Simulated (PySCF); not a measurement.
Members of one series of related molecules.

All values: PBE0/def2-SVPD (PySCF) at GFN2-xTB geometries, gas phase, one conformer each. Core orbitals are frozen in the response; Δα² is half the sum of the squared differences of the principal polarisabilities.

Question: Rank by dipole moment, highest first.
A. `[N:1]#[C:2][C@H:3]([SiH3:4])[CH2:5][O:6][SiH3:7]` with C2–C3–C5–O6 149°, C3–C5–O6–Si7 169°
B. `C[C@H]([SiH3])C#N`
C. `[N:1]#[C:2][C@H:3]([SiH3:4])[CH2:5][CH:6]=[O:7]` with C2–C3–C5–C6 -167°, C3–C5–C6–O7 0°

Answer: A (4.41 D), B (4.09 D), C (3.10 D).

Question: Rank by HOMO–LUMO gap, highest first.
A. `C([C@H](C#N)[SiH3])O[SiH3]`
B. `N#C[C@H]([SiH3])CC=O`
C. `N#CCC[C@H]([SiH3])C#N`

Answer: C (8.70 eV), A (8.27 eV), B (6.78 eV).

Question: Rank by polarisability anisotropy Δα, highest first.
A. `[N:1]#[C:2][CH2:3][CH2:4][C@H:5]([SiH3:6])[C:7]#[N:8]` with C2–C3–C4–C5 64°, C3–C4–C5–Si6 -175°
B. `[N:1]#[C:2][C@H:3]([SiH3:4])[CH2:5][CH:6]=[O:7]` with C2–C3–C5–C6 -167°, C3–C5–C6–O7 0°
C. `[N:1]#[C:2][C@H:3]([SiH3:4])[CH2:5][O:6][SiH3:7]` with C2–C3–C5–O6 149°, C3–C5–O6–Si7 169°
D. `C[C@H]([SiH3])C#N`

Answer: C (4.33 Å³), B (3.66 Å³), D (2.75 Å³), A (2.43 Å³).

All values together:

```
                  SMILES                    change    formula  μ (D)  HOMO (eV)  LUMO (eV)  α (Å³)  Δα (Å³)  electrons  α per electron (Å³)
       C[C@H]([SiH3])C#N                    parent    C3H7NSi   4.09      -8.68      -0.07    9.84     2.75         46                0.214
    N#C[C@H]([SiH3])CC=O    H on C replaced by CHO   C4H7NOSi   3.10      -8.18      -1.40   11.74     3.66         60                0.196
   N#CCC[C@H]([SiH3])C#N  H on C replaced by CH2CN   C5H8N2Si   4.30      -9.01      -0.30   13.41     2.43         66                0.203
N#C[C@H]([SiH3])CO[SiH3]  H on C replaced by OSiH3  C3H9NOSi2   4.41      -8.59      -0.32   14.08     4.33         70                0.201
```

Conformers: `[N:1]#[C:2][C@H:3]([SiH3:4])[CH2:5][CH:6]=[O:7]` with C2–C3–C5–C6 -167°, C3–C5–C6–O7 0°; `[N:1]#[C:2][CH2:3][CH2:4][C@H:5]([SiH3:6])[C:7]#[N:8]` with C2–C3–C4–C5 64°, C3–C4–C5–Si6 -175°; `[N:1]#[C:2][C@H:3]([SiH3:4])[CH2:5][O:6][SiH3:7]` with C2–C3–C5–O6 149°, C3–C5–O6–Si7 169°.

Give the shifts from the parent, `C[C@H]([SiH3])C#N`.

```json
{"SMILES": "N#C[C@H]([SiH3])CC=O", "change in μ (D)": "-0.99", "change in HOMO (eV)": "+0.50", "change in LUMO (eV)": "-1.33", "change in mean α (Å³)": "+1.90"}
{"SMILES": "N#CCC[C@H]([SiH3])C#N", "change in μ (D)": "+0.21", "change in HOMO (eV)": "-0.33", "change in LUMO (eV)": "-0.23", "change in mean α (Å³)": "+3.57"}
{"SMILES": "N#C[C@H]([SiH3])CO[SiH3]", "change in μ (D)": "+0.32", "change in HOMO (eV)": "+0.09", "change in LUMO (eV)": "-0.25", "change in mean α (Å³)": "+4.24"}
```
